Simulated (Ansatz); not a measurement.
Basis-set series for CH3FSSiZn (`F[CH]1S[SiH2][Zn]1`). The species carries charge 0 and has multiplicity 1. All single points use the PBE0-D4/def2-TZVP geometry.

```xyz
8

F     1.808    1.593   -0.411
C     0.966    1.092    0.559
S    -0.743    0.913   -0.056
Si   -0.914   -1.235   -0.452
Zn    1.083   -0.921    0.779
H     0.940    1.811    1.378
H    -2.209   -1.702    0.112
H    -0.930   -1.552   -1.908
```

| functional | basis | functions | energy (Eh) | HOMO (eV) | LUMO (eV) |
| --- | --- | --- | --- | --- | --- |
| PBE0-D4 | def2-SVP | 110 | -2605.57710 | -6.68 | -2.12 |
| PBE0-D4 | def2-TZVPP | 252 | -2606.24302 | -6.81 | -2.31 |
| ωB97M-V | def2-SVP | 110 | -2606.03377 | -8.71 | -0.46 |
| ωB97M-V | def2-TZVPP | 252 | -2606.70213 | -8.86 | -0.70 |

Problem. Give the rows for def2-QZVPP. (Estimate.)

Solution. Computed: 
```json
{"functional": "PBE0-D4", "basis": "def2-QZVPP", "functions": "444", "energy (Eh)": "-2606.31476", "HOMO (eV)": "-6.83", "LUMO (eV)": "-2.34"}
{"functional": "ωB97M-V", "basis": "def2-QZVPP", "functions": "444", "energy (Eh)": "-2606.77114", "HOMO (eV)": "-8.89", "LUMO (eV)": "-0.79"}
```

Scalar relativity is left out up to krypton.
